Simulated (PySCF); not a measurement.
Work out the structure from these simulated measurements.

Formula: C2H9PSi.

- Rotational structure: rotational constants A, B, C: 6.416, 2.372, 1.910 GHz [PBE0-D3(BJ)/def2-SVP]
- NMR, other nuclei: isotropic shieldings of nuclei other than C and H, by class: 362 (1 Si), 583 (1 P) ppm [GIAO PBE/pcSseg-2]
- Polarisability: 81.5 au [CAM-B3LYP/def2-SVPD]
- Valence photoelectron: vertical ionisation energy: 9.50 eV [ΔSCF CAM-B3LYP/def2-SVPD]
- UV, first state: lowest singlet excitation: 6.46 eV (192 nm, f = 0.014) [TDDFT CAM-B3LYP/def2-SVPD]
- Dipole: 1.00 D [CAM-B3LYP/def2-SVPD]
- XPS: Si2p3/2 106.4, P2p3/2 136.2, C1s 290.3, C1s 290.7, Si1s 1846.2, P1s 2149.7 eV [ΔSCF SCAN, pcX-2 on the ionised atom, pcseg-1 elsewhere, spin-free X2C, 2p3/2 from a spin–orbit splitting computed afterwards within the 2p shell]
- 1H NMR: chemical shifts (computed TMS as zero) by class: 4.63 (2 H), 1.55 (2 H), 1.18 (3 H), 0.99 (2 H) ppm [GIAO PBE/pcSseg-2]
- Triplet: lowest triplet excitation (Tamm–Dancoff): 5.63 eV [TDA CAM-B3LYP/def2-SVPD]
- 13C NMR: chemical shifts (computed TMS as zero) by class: 11.1 (1 C), 8.4 (1 C) ppm [GIAO PBE/pcSseg-2]

Gas-phase values; electronic properties from PySCF, density fitting. Levels stand in brackets. Geometry: PBE0-D3(BJ)/def2-SVP, one conformer, isolated molecule. Each NMR value is the plain mean over a class of atoms that symmetry, rotation or inversion makes alike.

**Question.** What is the compound? Reason from the data.

**Answer.** Numbering: `[CH3:1][CH2:2][SiH2:3][PH2:4]`. 2 carbons fall into 2 classes; from least to most shielded: methyl carbon [C1] (11.1 ppm), sp3 carbon bound to silicon [C2] (8.4 ppm). Hydrogen classes from least to most shielded: 2 H on an SiH2 silicon, Si3 (4.63 ppm, a mean of values up to 0.6 ppm apart in this geometry), 2 H on a three-coordinate phosphorus, P4 (1.55 ppm), 3 H on a methyl carbon, C1 (1.18 ppm), 2 H on an sp3 carbon bound to silicon, C2 (0.99 ppm). The other shieldings belong to: 362 ppm, SiH2 silicon [Si3]; 583 ppm, three-coordinate phosphorus [P4]. The core levels belong to: Si2p3/2 106.4 eV, SiH2 silicon [Si3]; P2p3/2 136.2 eV, three-coordinate phosphorus [P4]; C1s 290.3 eV, sp3 carbon bound to silicon [C2]; C1s 290.7 eV, methyl carbon [C1]; Si1s 1846.2 eV, SiH2 silicon [Si3]; P1s 2149.7 eV, three-coordinate phosphorus [P4]. The first electron is taken from the HOMO, whose largest Löwdin shares are 0.64 on the three-coordinate phosphorus, 0.15 on the SiH2 silicon and 0.06 on each of 2 atoms of one kind (P–H hydrogen). The optimised geometry has point group C1 and is an asymmetric top. Structure: `CC[SiH2]P`. The assignments are read from this structure; whether some other isomer fits the data as well wasn't checked.

The values belong to the conformer `[CH3:1][CH2:2][SiH2:3][PH2:4]`: C1–C2–Si3–P4 -57°, H–P4–Si3–C2 -171°, H–P4–Si3–C2 -77°.
